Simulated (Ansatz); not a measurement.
Steps of a relaxation of F₂HfI₂ (`[F][Hf]([F])([I])[I]`) with RKS PBE0-D4/def2-TZVP.

```sh
$ ansatz run in.yaml --threads 4 --pin off --events-out ev --progress --plain --max-ram 10444MiB
```

```yaml
crystal:
  periodic: [false, false, false]
  atoms:
    - {symbol: F, position_ang: [0.203626, -0.523368, 1.928688]}
    - {symbol: Hf, position_ang: [0.116471, -0.135785, 0.067356]}
    - {symbol: F, position_ang: [1.358415, -1.244741, -0.854406]}
    - {symbol: I, position_ang: [-2.387929, -0.634796, -0.841652]}
    - {symbol: I, position_ang: [0.759218, 2.465090, -0.341487]}
basis:
  gaussian: {orbitals: def2-TZVP}
hamiltonian: {xc: pbe0, dispersion: d4}
relax: {f_tol: 0.005, max_steps: 150}
```

Positions (Å) and forces (eV/Å) along the path, 5 of 5 steps:

```xyz
5
step=1 energy=-22949.0555 eV
F     0.204   -0.523    1.929   -0.016    0.113   -0.612
Hf    0.116   -0.136    0.067    0.284   -0.318    0.203
F     1.358   -1.245   -0.854   -0.400    0.352    0.316
I    -2.388   -0.635   -0.842    0.171    0.028    0.063
I     0.759    2.465   -0.341   -0.039   -0.174    0.030
5
step=2 energy=-22949.0697 eV
F     0.205   -0.521    1.904    0.007   -0.005   -0.009
Hf    0.113   -0.131    0.064    0.104   -0.118    0.074
F     1.342   -1.233   -0.840   -0.002    0.000    0.012
I    -2.366   -0.633   -0.833   -0.154   -0.036   -0.055
I     0.756    2.444   -0.337    0.044    0.159   -0.023
5
step=3 energy=-22949.0721 eV
F     0.207   -0.523    1.903    0.004    0.000   -0.023
Hf    0.113   -0.131    0.064    0.017   -0.020    0.012
F     1.343   -1.234   -0.836   -0.013    0.010    0.016
I    -2.377   -0.641   -0.836   -0.014   -0.005   -0.005
I     0.764    2.455   -0.337    0.006    0.015   -0.001
5
step=4 energy=-22949.0722 eV
F     0.208   -0.524    1.900    0.001    0.000   -0.004
Hf    0.111   -0.128    0.063    0.005   -0.005    0.003
F     1.342   -1.233   -0.833   -0.002    0.002    0.003
I    -2.380   -0.646   -0.836   -0.002    0.001   -0.001
I     0.769    2.457   -0.335   -0.001    0.002   -0.001
5
step=5 energy=-22949.0722 eV
F     0.209   -0.525    1.900    0.000    0.000    0.001
Hf    0.111   -0.129    0.063   -0.001    0.001   -0.001
F     1.342   -1.234   -0.832    0.000    0.000   -0.001
I    -2.380   -0.644   -0.836    0.000    0.000    0.000
I     0.767    2.458   -0.336    0.000    0.000    0.000
```

Hardware: 4 threads of an Intel Xeon on a shared host. Wall time 99 s, peak host memory 0.67 GiB.
